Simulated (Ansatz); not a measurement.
The lowest singlet and triplet of Cl2Si (SMILES Cl[Si]Cl); geometries from B3LYP-D3(BJ)/def2-TZVP, each state relaxed from the structure named, with no frequency check.
Singlet (charge 0, multiplicity 1):
```xyz
3

Cl    -1.623    -0.387     0.000
Si    -0.001     0.937     0.000
Cl     1.624    -0.385     0.000
```
Triplet (charge 0, multiplicity 3):
```xyz
3

Cl    -1.7713    -0.3094     0.0000
Si    -0.0005     0.7486     0.0000
Cl     1.7717    -0.3071     0.0000
```

A positive gap puts the triplet lower; no zero-point energy. R- takes a restricted singlet. U- takes an unrestricted singlet (broken symmetry where lower, unprojected). The triplet is unrestricted in single-reference levels. Active spaces average the two states.

Cores are frozen in the correlated methods.

Run with Ansatz (Gaussian basis) for Hartree–Fock, density functionals and correlated methods. 

| level | gap E(singlet) − E(triplet), adiabatic (kJ/mol) |
|---|---|
| U-SVWN5/def2-TZVPP | -226.3 |
| U-PBE/def2-TZVPP | … |
| R-BHLYP/def2-TZVPP | -213.4 |
| U-wB97X-V/def2-TZVPP | -223.4 |
| U-MP2/cc-pV(D+d)Z | … |
| R-SCS-MP2/cc-pV(D+d)Z | -216.6 |
| U-CCSD(T)/cc-pV(D+d)Z | -218.1 |
| FIC-MRCISD+Q on SA-CASSCF(2,2)/cc-pV(T+d)Z | -219.1 |
| FIC-MRCISD+Q on SA-CASSCF(2,2)/cc-pV(Q+d)Z | -219.8 |

Question: Fill in the missing entries.

Answer: 
- U-PBE/def2-TZVPP, gap E(singlet) − E(triplet), adiabatic (kJ/mol): -208.9
- U-MP2/cc-pV(D+d)Z, gap E(singlet) − E(triplet), adiabatic (kJ/mol): -202.2

Doubts at one or more of the structures used: a restricted determinant that unrestricted orbitals would lower (R-SCS-MP2/cc-pV(D+d)Z).

Ansatz is a first-principles code.
